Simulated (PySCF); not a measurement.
## Excitation energies in several basis sets

Species: C2H10Si2.
InChI=1S/C2H10Si2/c1-2-4-3/h2,4H2,1,3H3

TDDFT with PBE0 (PySCF), vertical singlets, core orbitals frozen in the response, spherical d and f functions. Geometry: PBE0-D3(BJ)/def2-SVP, one conformer, isolated molecule.

```json
{"basis": "6-31+G*", "functions": "100", "diffuse": "yes", "S1 (eV)": "6.86", "S2 (eV)": "7.23", "S3 (eV)": "7.43", "S4 (eV)": "7.51", "S5 (eV)": "7.56", "LUMO (eV)": "-0.04", "α (au)": "78.4"}
{"basis": "aug-cc-pVDZ", "functions": "190", "diffuse": "yes", "S1 (eV)": "6.72", "S2 (eV)": "7.02", "S3 (eV)": "7.21", "S4 (eV)": "7.29", "S5 (eV)": "7.35", "LUMO (eV)": "-0.21", "α (au)": "87.5"}
{"basis": "def2-TZVP", "functions": "196", "diffuse": "no", "S1 (eV)": "6.89", "S2 (eV)": "7.19", "S3 (eV)": "7.53", "S4 (eV)": "7.80", "S5 (eV)": "7.87", "LUMO (eV)": "0.13", "α (au)": "83.3"}
{"basis": "def2-TZVPD", "functions": "250", "diffuse": "yes", "S1 (eV)": "6.74", "S2 (eV)": "7.08", "S3 (eV)": "7.18", "S4 (eV)": "7.33", "S5 (eV)": "7.48", "LUMO (eV)": "-0.07", "α (au)": "86.9"}
```

Task: How much do these states and the polarisability depend on the basis?

Result: States are compared by their number. Against the largest diffuse basis here (def2-TZVPD, itself not a converged limit), sets without diffuse functions differ by up to 0.15 eV in S1 and 0.40 eV in S5; the smaller diffuse sets differ by up to 0.12 and 0.13 eV. State by state, the largest deviation of a set without diffuse functions is S1 0.15, S2 0.11, S3 0.35, S4 0.47, S5 0.40 eV. The same number needn't mean the same state in each row. Against def2-TZVPD the polarisability deviates by -10% in 6-31+G*, +1% in aug-cc-pVDZ, -4% in def2-TZVP. A single + in a Pople set puts diffuse functions on heavy atoms only.

Without π bonds the low states are Rydberg-like; a valence basis with one diffuse set may place them up to an eV too high.
